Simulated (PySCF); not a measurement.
# Si(2+) (silicon, charge +2) across methods

[Ne] 3p2, high-spin 3P determinant (an excited configuration). All numbers are calculated (PySCF 2.14, the non-relativistic Hamiltonian (point nucleus), in aug-cc-pV(D+d)Z).

```
method  E (hartree)  mean ε 2p α (eV)  mean ε 2p β (eV)  mean ε 3p α (eV)  Σ⟨r²⟩ (bohr²)   ⟨S²⟩
  PBE0    -287.8022           -125.48           -124.98           -23.652          14.06  2.000
 B3LYP    -287.9386           -124.58           -124.15           -23.393          13.97  2.000
M06-2X    -287.8905           -130.64           -130.18           -24.385          13.99  2.000
   PBE    -287.7857           -120.00           -119.61           -22.734          13.98  2.000
   UHF   -287.43776           -140.67           -139.87           -25.897          14.50  2.000
  BLYP    -287.9441           -120.02           -119.69           -22.494          13.90  2.000
   LDA    -286.7605           -119.95           -119.55           -22.640          13.95  2.000
r2SCAN    -287.9056           -122.04           -121.65           -22.859          14.02  2.000
```

(1) Estimate the same row for TPSSh.

Results:

(1) E (hartree) = -287.9426; mean ε 2p α (eV) = -122.62; mean ε 2p β (eV) = -122.20; mean ε 3p α (eV) = -23.070; Σ⟨r²⟩ (bohr²) = 14.02; ⟨S²⟩ = 2.000.
